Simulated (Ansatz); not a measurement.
Computed with Ansatz on PBE0-D4/def2-TZVP structures; ΔE is electronic, products minus reactants. CCSD(T)/CBS adds triple-zeta CCSD(T) − MP2 to the extrapolated MP2 energy (def2 sets, frozen cores). This one scheme is used for every species, atoms too. Functionals use def2-TZVPP. No spin–orbit coupling; open shells (•) take unrestricted orbitals. Spin–orbit coupling would lower the free atoms: a little for C, S. def2 core potentials past Kr. For Sb outer-core shells are correlated without core-valence functions, so the limit isn't a true one: a few kJ/mol of doubt a bond, and 10 to 20 or more in all where bonds break to atoms. One conformer a species, not always the lowest.

Consider the atomization: `S[CH2][SbH2]` → C• + 5 H• + S• + Sb•.

`S[CH2][SbH2]`:

Cartesian coordinates in Å:
```
S 1.186 0.169 1.511
C 0.073 -0.449 0.239
Sb -1.222 1.190 -0.387
H 1.870 -0.966 1.736
H -0.577 -1.232 0.629
H 0.617 -0.813 -0.630
H -1.895 0.254 -1.652
H -0.051 1.846 -1.445
```

Q: What is ΔE at CCSD(T)/CBS? (Estimate.)

A: The calculation gave: +552.9 kcal/mol.

Q: What do these levels give: LDA (SPW92), PBE-D4, r2SCAN0-D4, CAM-B3LYP, CCSD(T)/def2-SVP, SCS-MP2/def2-QZVPP? (An estimate is asked.)

A: Ansatz gave: LDA (SPW92) 636.4, PBE-D4 559.1, r2SCAN0-D4 541.3, CAM-B3LYP 548.3, CCSD(T)/def2-SVP 504.9, SCS-MP2/def2-QZVPP 547.0 kcal/mol.

Largest T1 diagnostic among the species: 0.013.

Leaving LDA and LC-ωPBE aside and taking each functional with its dispersion term where it has one, the values, not all of them listed here, spread over 22.3 kcal/mol, from BHLYP-D4 to PBE-D4. LDA lies +81.6 kcal/mol from PBE without D4, its usual overbinding. From BLYP to BHLYP (50 % exact exchange), in def2-TZVPP and without D4, ΔE moves by −12.0 kcal/mol: exact exchange takes away binding that semilocal exchange gives to molecules.

For atomizations the MP2-based limit and the directly extrapolated one differ by several kJ/mol either way, and by 10 to 25 for some Ge, Se and Sn compounds, so smaller differences from it don't rank the levels.
